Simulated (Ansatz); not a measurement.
The lowest singlet and triplet of O3 (SMILES O=[O+][O-]); geometries from B3LYP-D3(BJ)/def2-TZVP, each state relaxed from the structure named, with no frequency check.
Singlet (charge 0, multiplicity 1):
| atom | x (Å) | y (Å) | z (Å) |
|---|---|---|---|
| O | -1.0705 | -0.2409 | 0.0000 |
| O | -0.0106 | 0.4284 | 0.0000 |
| O | 1.0811 | -0.1875 | 0.0000 |

A positive gap puts the triplet lower; no zero-point energy. R- takes a restricted singlet. U- takes an unrestricted singlet (broken symmetry where lower, unprojected). The triplet is unrestricted in single-reference levels. Active spaces average the two states.

Cores are frozen in the correlated methods.

Run with Ansatz (Gaussian basis) for Hartree–Fock, density functionals and correlated methods. 

One of these levels gives -0.900 eV for the gap E(singlet) − E(triplet), vertical, at the singlet's geometry. Which?
A) FIC-MRCISD+Q on SA-CASSCF(12,9)/cc-pVDZ
B) U-SVWN5/def2-TZVPP
C) R-B3LYP/def2-TZVPP
D) U-BHLYP/def2-TZVPP (spin-contaminated)

D, U-BHLYP/def2-TZVPP (spin-contaminated). The others give -1.527 (U-SVWN5/def2-TZVPP), -1.256 (R-B3LYP/def2-TZVPP), -1.866 (FIC-MRCISD+Q on SA-CASSCF(12,9)/cc-pVDZ)

Doubts at one or more of the structures used: a restricted determinant that unrestricted orbitals would lower (R-B3LYP/def2-TZVPP).

Ansatz is a program for electronic structure.
